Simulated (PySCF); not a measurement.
Si(Cl)3(vinyl) (C2H3Cl3Si), SMILES Cl[Si](Cl)(Cl)C=C. Atoms are numbered in the order given.

```xyz
9

C     -2.5863    -1.0810     0.0000
C     -1.2771    -1.3739     0.0000
Si     0.0535    -0.0949     0.0000
Cl    -0.7596     1.7971     0.0000
Cl     1.2529    -0.2988    -1.6615
Cl     1.2529    -0.2988     1.6615
H     -2.9438    -0.0463     0.0000
H     -3.3510    -1.8646     0.0000
H     -0.9570    -2.4238     0.0000
```
Charge 0, spin multiplicity 1.

Geometry optimised at TPSSh-D3(BJ)/def2-SVP. One conformer was computed; it need not be the lowest.

Two levels are set side by side: PBE/pcSseg-1 (PySCF) and PBE0/pcSseg-1 (PySCF). GIAO shifts against HCl (³⁵Cl), TMS (²⁹Si), TMS (¹H), TMS (¹³C) at the same level; non-relativistic, no solvent, atoms listed together averaged. Without spin–orbit terms, shifts of atoms bonded to Cl or Br come out too high at both levels. Differences are taken from unrounded values.

```tsv
quantity	PBE0
δ(¹³C) of C1 (ppm)	151.8
δ(¹³C) of C2 (ppm)	141.9
δ(²⁹Si) of Si3 (ppm)	27.3
δ(¹H) of H9 (ppm)	6.46
```

Question: What does PBE give, and how far is it from PBE0? (An estimate is asked for; the answer gives what the named calculation found.)

Answer: 
| quantity | PBE | PBE minus PBE0 |
|---|---|---|
| δ(¹³C) of C1 (ppm) | 147.9 | -3.8 |
| δ(¹³C) of C2 (ppm) | 142.1 | 0.2 |
| δ(²⁹Si) of Si3 (ppm) | 28.1 | 0.8 |
| δ(¹H) of H9 (ppm) | 6.44 | -0.02 |

Rough cost on one machine, each run with all the roots and properties that it gave: PBE0 against PBE within a factor of 2.
